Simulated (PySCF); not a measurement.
Sound and unsound settings

Molecule: `C[SiH2]/C=C\[SiH3]`, C₃H₁₀Si₂; geometry GFN2-xTB.

Geometry (Å), atoms numbered from 1 in this order:
```xyz
15

C    -2.017    0.732    0.736
Si   -0.913    0.812   -0.809
C    -0.072   -0.854   -1.081
C     1.061   -1.284   -0.528
Si    2.155   -0.351    0.687
H    -2.572    1.657    0.864
H    -2.739   -0.077    0.672
H    -1.427    0.574    1.634
H    -1.747    1.086   -1.990
H     0.082    1.881   -0.657
H    -0.585   -1.522   -1.770
H     1.411   -2.278   -0.797
H     3.087   -1.314    1.285
H     1.356    0.263    1.750
H     2.917    0.685   -0.017
```

All runs: PySCF, non-relativistic, gas phase unless a solvent (IEF-PCM) is named; grid level 2, GIAOs and SCF threshold 1e-9 unless changed. The yardstick, PBE0/pcSseg-1, gives these isotropic shieldings σ (ppm, equivalent atoms averaged): C3 27.2, C4 36.5, Si2 404.8, Si5 436.4, H11 24.17, H9/H10 27.28, H6/H7/H8 31.47.

Question: What do these inputs give? (1) B97-D/pcSseg-1; grid level 4; aux def2-qzvpp-jkfit; (2) solvent cyclohexane; PBE0/pcSseg-0; conv 1e-06; (3) PBE00/pcSseg-1; max_cycle 74; scale 0.9; altered: scale 0.9; (4) PBE0/3-21G; conv 0.1; max_cycle 55; (5) PBE0/6-31++G**; (6) mPW1PW91/3-21G; damp 0.1; conv 1e-06; (7) OPBE/LANL2DZ; max_cycle 94; charge -1; altered: charge -1

Answer: 
```
run    outcome  functions  wall time    C3    C4    Si2    Si5    H11  H9/H10  H6/H7/H8
  1  converged        149       25 s  29.3  38.7  400.0  432.1  24.43   27.49     31.59
  2  converged         73      3.6 s  38.0  45.8  425.9  469.9  25.78   28.71     33.14
  3    refused          –     0.12 s     –     –      –      –      –       –         –
  4  converged         73      6.2 s  76.6  82.6  517.3  533.5  25.69   28.78     32.97
  5  converged        158       11 s  51.0  59.5  447.5  474.3  24.07   27.35     31.64
  6  converged         73      4.2 s  77.0  83.7  516.1  531.3  25.66   28.90     33.07
  7    refused          –     0.02 s     –     –      –      –      –       –         –
```

Times are on 1 thread of an AMD EPYC 9R45 96-Core, shared host.

Question: Comment on the technical settings and failures.

Answer: 
- Run 1: The functional differs from the yardstick's, which in itself moves the values. The other auxiliary basis adds little: it changes only the density-fitting error.
- Run 2: The orbital basis and medium differ from the yardstick's, which in itself moves the values. A loose SCF threshold (1e-06) leaves errors in the orbitals that response properties inherit. With 73 functions the basis is far too small for magnetic properties.
- Run 3: The program stopped with: KeyError: "LibXCFunctional: name 'PBE00' not found." All coordinates were scaled by 0.9, as happens with a wrong length unit or a careless edit.
- Run 4: The orbital basis differs from the yardstick's, which in itself moves the values. A loose SCF threshold (0.1) leaves errors in the orbitals that response properties inherit. The cycle limit changes the path of the SCF (3 cycles), not the solution, provided the same state is reached. With 73 functions the basis is far too small for magnetic properties.
- Run 6: The functional and orbital basis differ from the yardstick's, which in itself moves the values. A loose SCF threshold (1e-06) leaves errors in the orbitals that response properties inherit. The damping changes the path of the SCF (11 cycles), not the solution, provided the same state is reached. With 73 functions the basis is far too small for magnetic properties.
- Run 7: The program stopped with: RuntimeError: Electron number 37 and spin 0 are not consistent
Note mol.spin = 2S = Nalpha - Nbeta, not 2S+1 Charge -1 and multiplicity 1 describe another species than the intended molecule, on its geometry.

Runs 2, 3, 4, 6, 7 were set up unsoundly or failed; their numbers aren't to be quoted as properties of the molecule.
